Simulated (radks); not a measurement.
Values are calculated unless marked as measured or tabulated.
Ionisation of Pm+, [Xe] 4f5 6s1, to Pm2+, [Xe] 4f5, under several functionals. Scalar-relativistic Kohn-Sham, spin-polarised, spherical densities, point nucleus; open shells are filled with parallel spins first (spin-orbit coupling, left out, can overturn this in heavy ions); a radial shooting solver on a logarithmic mesh with Libxc functionals.

| functional | E(Pm+) (hartree) | Exc (hartree) | IE (eV) | -e(HOMO) (eV) | <r> HOMO (bohr) | IE error (eV) |
|---|---|---|---|---|---|---|
| BLYP | -10021.2890 | -229.4618 | 11.240 | 8.613 | 3.897 | +0.302 |
| PW91 | -10021.7260 | -229.9161 | 11.255 | 8.744 | 3.904 | +0.317 |
| XLYP | -10022.0032 | -230.1795 | 11.286 | 8.623 | 3.902 | +0.348 |
| LDA (Slater exchange, Perdew-Wang correlation) | -10013.4473 | -221.6026 | 11.399 | 8.898 | 3.869 | +0.461 |
| RPBE | -10020.9090 | -229.0952 | 11.119 | 8.587 | 3.939 | +0.181 |
| exchange-only PBE | -10017.1722 | -225.2985 | 10.942 | 8.201 | 1.042 | +0.004 |
| AM05 | -10013.7378 | -221.8989 | 11.121 | 8.706 | 3.898 | +0.183 |
| B86b exchange with PBE correlation | -10021.4425 | -229.6284 | 11.229 | 8.711 | 3.908 | +0.291 |
| BP86 | -10022.0010 | -230.1863 | 11.270 | 8.870 | 3.883 | +0.332 |

NIST Atomic Spectra Database: 10.94 eV (semi-empirical). Closest: exchange-only PBE. The Delta-SCF values span 0.46 eV, the total energies 8.56 hartree. The highest occupied level is 6s. Open shells are spherical and high-spin; term and fine-structure splittings are not resolved. Spin-orbit splitting is averaged out at the scalar-relativistic level.
